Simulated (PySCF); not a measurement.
H₂B, doublet, at a GFN2-xTB geometry. Base run: PBE/cc-pVTZ in PySCF.

Geometry (Å):
```xyz
3

B      0.0027     0.1441     0.0073
H     -1.0499    -0.3415     0.0010
H      1.0364    -0.3789    -0.0376
```
Charge 0, spin multiplicity 2.
Orbitals are unrestricted.
All else is at PySCF's defaults.
Base energy -25.88144 Eh.

Variants of this job, named by their change:

```tsv
change	ΔE vs base (µEh)	SCF cycles	<S^2>
base	0.0	8	0.752
conv_tol = 1e-6	0.0	6	0.752
DIIS = ADIIS	0.0	11	0.752
diis_space = 12	0.0	8	0.752
init_guess = vsap	0.0	8	0.752
conv_tol = 1e-4	1.5	4	0.752
conv_tol_grad = 1e-7	0.0	9	0.752
init_guess = sap	0.0	8	0.752
level_shift = 0.1 (with mf.max_cycle = 100)	0.0	8	0.752
diis = off; damp = 0.6 (with mf.diis_start_cycle = 200; with mf.max_cycle = 150)	0.0	19	0.752
conv_tol = 1e-12	0.0	10	0.752
damp = 0.5; diis_start_cycle = 5	0.0	9	0.752
solver = newton; init_guess = 1e	0.0	-	0.752
```

Open shells are given as the SCF converged; they aren't shown to be the lowest states, and a large step between rows can be another state.
